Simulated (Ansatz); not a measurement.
`FC1[BH][Al]([F])[SiH2]1`, charge 0, multiplicity 1.

(1) Give a relaxed structure at PBE0-D4/def2-TZVP (Ansatz 0.2.0). (An estimate is asked.)

Results:

(1) Computed: 
Z-matrix (Å, degrees):
```
C
B 1 1.537
Si 1 1.976 2 103.7
F 1 1.380 2 120.7 3 -135.4
H 1 1.115 2 108.0 3 99.0
Al 2 2.124 1 93.3 3 -33.1
H 2 1.193 1 124.0 3 130.9
H 3 1.491 1 110.2 2 -80.1
H 3 1.487 1 108.8 2 160.9
F 6 1.646 2 143.8 1 -153.6
```
This is one stationary point; other conformers may exist.
